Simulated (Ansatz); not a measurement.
Method: B3LYP-D3(BJ)/def2-TZVPD in Ansatz (a quantum-chemistry and plane-wave program). No frequencies were computed at this level.

Ansatz 0.2 input:
```yaml
crystal:
  periodic: [false, false, false]
  atoms:
    - { symbol: C, position_ang: [-0.332561, 0.044777, -0.206399] }
    - { symbol: N, position_ang: [0.74736, 0.42508, 0.29138] }
    - { symbol: H, position_ang: [-0.770181, -0.956909, -0.129797] }
    - { symbol: H, position_ang: [-0.906525, 0.766643, -0.7749] }
    - { symbol: H, position_ang: [1.261907, -0.279591, 0.819716] }
basis:
  gaussian: { orbitals: def2-tzvpd }
hamiltonian:
  xc: b3lyp
  dispersion: d3bj
relax:
  max_steps: 150
```

Output:

```
Functional definition: B3LYP
506 factors; their error is unknown
mean field evaluation 1: about -2570.8314 eV, gradient 5.1e1 eV
mean field evaluation 2: about -2563.3535 eV, gradient 7.5e1 eV
mean field evaluation 4: about -2576.1101 eV, gradient 5.0e0 eV
mean field evaluation 8: about -2576.1544 eV, gradient 5.0e-2 eV
mean field -2576.15442036 eV, -94.6719287679 hartree, gradient 6.0e-5 eV, S^2 0.000000; 0 other end points of the search recorded, 0 dependent functions left out
reference -2576.15462111 eV, -94.6719361453 hartree; 8, 8 occupied and 93, 93 virtual orbitals, 506 factors
relax step   1: F+E_penalty+E_count = -2576.23339864 eV  Δ(F+E_penalty+E_count) = +0.000e0 eV  max|allowed force component| = 9.713e-1 eV/Å  Δτ_max = 0.0000 Å  (27 SCF iters, accepted)
these checks for a lower state are left out or cut short: starts, cluster_reference, orbital_swaps, neighbouring_geometries, increment
506 factors; their error is unknown
mean field evaluation 16: about -2576.1781 eV, gradient 4.1e-3 eV
mean field -2576.16914956 eV, -94.6724700560 hartree, gradient 1.5e-5 eV, S^2 0.000000; 0 other end points of the search recorded, 0 dependent functions left out
reference -2576.16935027 eV, -94.6724774321 hartree; 8, 8 occupied and 93, 93 virtual orbitals, 506 factors
relax step   2: F+E_penalty+E_count = -2576.24812515 eV  Δ(F+E_penalty+E_count) = -1.473e-2 eV  max|allowed force component| = 3.389e-1 eV/Å  Δτ_max = 0.0150 Å  (33 SCF iters, accepted)
these checks for a lower state are left out or cut short: starts, cluster_reference, orbital_swaps, neighbouring_geometries, increment
506 factors; their error is unknown
mean field -2576.17555014 eV, -94.6727052732 hartree, gradient 1.6e-5 eV, S^2 0.000000; 0 other end points of the search recorded, 0 dependent functions left out
reference -2576.17575029 eV, -94.6727126284 hartree; 8, 8 occupied and 93, 93 virtual orbitals, 506 factors
relax step   3: F+E_penalty+E_count = -2576.25461242 eV  Δ(F+E_penalty+E_count) = -6.487e-3 eV  max|allowed force component| = 1.139e-1 eV/Å  Δτ_max = 0.0335 Å  (32 SCF iters, accepted)
these checks for a lower state are left out or cut short: starts, cluster_reference, orbital_swaps, neighbouring_geometries, increment
506 factors; their error is unknown
mean field evaluation 32: about -2576.1761 eV, gradient 1.7e-4 eV
mean field -2576.17604772 eV, -94.6727235589 hartree, gradient 1.6e-5 eV, S^2 0.000000; 0 other end points of the search recorded, 0 dependent functions left out
reference -2576.17624773 eV, -94.6727309090 hartree; 8, 8 occupied and 93, 93 virtual orbitals, 506 factors
relax step   4: F+E_penalty+E_count = -2576.25512104 eV  Δ(F+E_penalty+E_count) = -5.086e-4 eV  max|allowed force component| = 2.727e-2 eV/Å  Δτ_max = 0.0068 Å  (34 SCF iters, accepted)
these checks for a lower state are left out or cut short: starts, cluster_reference, orbital_swaps, neighbouring_geometries, increment
506 factors; their error is unknown
mean field -2576.17610154 eV, -94.6727255366 hartree, gradient 1.6e-5 eV, S^2 0.000000; 0 other end points of the search recorded, 0 dependent functions left out
reference -2576.17630160 eV, -94.6727328887 hartree; 8, 8 occupied and 93, 93 virtual orbitals, 506 factors
relax step   5: F+E_penalty+E_count = -2576.25517096 eV  Δ(F+E_penalty+E_count) = -4.993e-5 eV  max|allowed force component| = 2.866e-3 eV/Å  Δτ_max = 0.0015 Å  (34 SCF iters, accepted)
506 factors; their error is unknown
mean field -2576.17610154 eV, -94.6727255366 hartree, gradient 1.6e-5 eV, S^2 0.000000; 1 other end points of the search recorded, 0 dependent functions left out
reference -2576.17630160 eV, -94.6727328887 hartree; 8, 8 occupied and 93, 93 virtual orbitals, 506 factors
Total energy: -2576.25537102 eV, -94.6756386366 hartree
Atom 0 at    -0.328701     0.056445    -0.208150 Å, force     0.002866    -0.001279     0.002248 eV/Å
Atom 1 at     0.763796     0.443083     0.294971 Å, force     0.000175    -0.000797     0.000344 eV/Å
Atom 2 at    -0.736440    -0.954855    -0.111043 Å, force    -0.000411     0.000841    -0.000564 eV/Å
Atom 3 at    -0.924089     0.764903    -0.784321 Å, force    -0.002179     0.000746    -0.001579 eV/Å
Atom 4 at     1.225434    -0.309577     0.808544 Å, force    -0.000450     0.000490    -0.000450 eV/Å
Dipole moment:    -0.224851    -0.351112    -0.014327 e Å
```

Cost: about 8 core-seconds (a rough figure).
